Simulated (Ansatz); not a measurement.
C₃H₈BF₂N (`CCN(C)B(F)F`). Total charge 0; spin multiplicity 1.

Cartesian coordinates in Å:
```
C -0.740 0.688 1.681
C -0.510 0.765 0.188
N 0.268 -0.305 -0.414
C 0.419 -0.122 -1.842
B 0.838 -1.414 0.214
F 1.526 -2.313 -0.496
F 0.748 -1.660 1.520
H 0.196 0.707 2.241
H -1.334 1.553 1.983
H -1.285 -0.212 1.965
H -1.481 0.802 -0.323
H -0.012 1.715 -0.050
H -0.560 -0.104 -2.335
H 1.008 -0.929 -2.272
H 0.919 0.828 -2.059
```

(1) What are the harmonic wavenumbers in cm⁻¹ at PBE0-D4/def2-TZVP (Ansatz, finite differences of forces, unscaled)? (Estimate.)

(2) Is this a minimum?

(3) Give the ideal-gas thermochemistry at 298.15 K and 1 bar (rigid rotor, harmonic oscillator; point group Cs, symmetry number 1).

(4) And at 400, 500, 600, 800 and 1000 K?

Answers

(1) The calculation gave: 43, 122, 173, 222, 252, 304, 325, 381, 467, 547, 660, 712, 812, 942, 1094, 1102, 1136, 1182, 1203, 1231, 1327, 1376, 1399, 1421, 1457, 1486, 1488, 1492, 1496, 1508, 1604, 3001, 3022, 3022, 3067, 3069, 3140, 3153, 3171.

(2) Yes, all 39 modes are real.

(3) Zero-point energy 320.7 kJ/mol; H(298) − E = 344.4 kJ/mol; entropy 369.8 J/(mol·K), of which translation 167.1, rotation 116.2, vibration 86.5; G(298) − E = 234.2 kJ/mol. Modes under 100 cm⁻¹ are hindered rotations or soft bends, so the harmonic entropy is rough.

(4) 
```csv
T (K),H − E (kJ/mol),S (J/mol/K),G − E (kJ/mol)
400,358.6,410.5,194.4
500,375.3,447.8,151.5
600,394.5,482.7,104.9
800,438.9,546.3,1.9
1000,489.4,602.5,-113.1
```
